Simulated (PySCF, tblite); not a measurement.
Isomers of C3H6FO2S2 (doublet state). Computed values, GFN2-xTB/tblite, gas phase, harmonic and unscaled. The method is semi-empirical: single wavenumbers can be off by several per cent or more. One conformer each. Open shells enter through the occupations alone, without spin polarisation, and single modes of such species can be off by tens of per cent.

Electronic energies: B3LYP/pcH-1 single points on the GFN2-xTB geometries (PySCF, gas phase).

```
            SMILES  electronic energy, lowest = 0 (kcal/mol)
[CH2]S(=O)(=O)CSCF                                      15.9
 CS(=O)(=O)CS[CH]F                                       7.1
 CS(=O)(=O)[CH]SCF                                       0.0
```

Q: How do GFN2-xTB zero-point energies change the relative energies?

A: 
| SMILES | ZPE (kcal/mol) | of it from modes above 1550 cm⁻¹ | electronic (kcal/mol) | with ZPE, lowest = 0 (kcal/mol) | lowest mode (cm⁻¹) | rings |
| --- | --- | --- | --- | --- | --- | --- |
| CS(=O)(=O)[CH]SCF | 56.8 | 26.2 | 0.0 | 0.0 | 63 | 0 |
| CS(=O)(=O)CS[CH]F | 56.2 | 26.2 | 7.1 | 6.4 | 16i | 0 |
| [CH2]S(=O)(=O)CSCF | 55.7 | 26.3 | 15.9 | 14.7 | 31 | 0 |

The zero-point energies span 1.1 kcal/mol, from `[CH2]S(=O)(=O)CSCF` to `CS(=O)(=O)[CH]SCF`. Slightly imaginary modes are left out of the zero-point energy: `CS(=O)(=O)CS[CH]F` 16.3i cm⁻¹. The order is unchanged.

Q: And how do the electronic energies of GFN2-xTB itself compare?

A: `CS(=O)(=O)[CH]SCF` 0.0; `CS(=O)(=O)CS[CH]F` 7.0; `[CH2]S(=O)(=O)CSCF` 18.3 kcal/mol, lowest = 0. Against the energies above, taken from the same isomer `CS(=O)(=O)[CH]SCF`, the largest difference is 2.4 kcal/mol.
